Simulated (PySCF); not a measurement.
# C (carbon, neutral) across methods

[He] 2s1 2p3, high-spin 5S determinant (an excited configuration). Computed with PySCF 2.14 in dyall-av2z (11s7p2d, 42 functions), with no relativity, point nucleus.

```tsv
method	E (hartree)	mean ε 1s β (eV)	mean ε 2s α (eV)	mean ε 2p α (eV)	Σ⟨r²⟩ (bohr²)	⟨S²⟩
PBE	-37.6462	-271.05	-15.481	-6.830	14.25	6.000
PBEsol	-37.4796	-269.70	-15.342	-6.776	14.25	6.000
r2SCAN	-37.7012	-274.73	-16.674	-7.265	13.89	6.000
UHF	-37.59796	-305.51	-25.617	-13.032	13.56	6.000
B3LYP	-37.6886	-278.66	-17.330	-7.970	14.08	6.000
B97-3	-37.6851	-280.92	-18.111	-8.425	13.88	6.000
LDA	-37.3198	-268.45	-15.254	-6.891	14.33	6.000
PBE0	-37.6588	-279.81	-18.091	-8.448	13.98	6.000
```

**Question.** Estimate the same row for M06.

**Answer.** E (hartree) = -37.6785; mean ε 1s β (eV) = -280.30; mean ε 2s α (eV) = -17.550; mean ε 2p α (eV) = -8.176; Σ⟨r²⟩ (bohr²) = 13.96; ⟨S²⟩ = 6.000.
